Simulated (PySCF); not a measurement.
BH3N, SMILES B=[NH2+], charge +1.

The structure is a stationary point at PBE0-D3(BJ)/def2-TZVP. The isomer is the one that the SMILES or the coordinates give; other isomers of the formula were not compared.

Level of theory: M06-2X/def2-TZVPD in PySCF.

Symmetry labels are those of the subgroup C2v that the program uses (full group C2v).

Computed valence orbital energies around the gap with their symmetry:
| orbital | symmetry | energy (eV) |
|---|---|---|
| HOMO−6 | A1 | -409.38 |
| HOMO−5 | A1 | -201.66 |
| HOMO−4 | A1 | -34.88 |
| HOMO−3 | A1 | -24.39 |
| HOMO−2 | B2 | -23.64 |
| HOMO−1 | A1 | -21.47 |
| HOMO | B1 | -18.38 |
| LUMO | B2 | -7.67 |
| LUMO+1 | B1 | -6.09 |
| LUMO+2 | A1 | -4.88 |
| LUMO+3 | A1 | -3.26 |
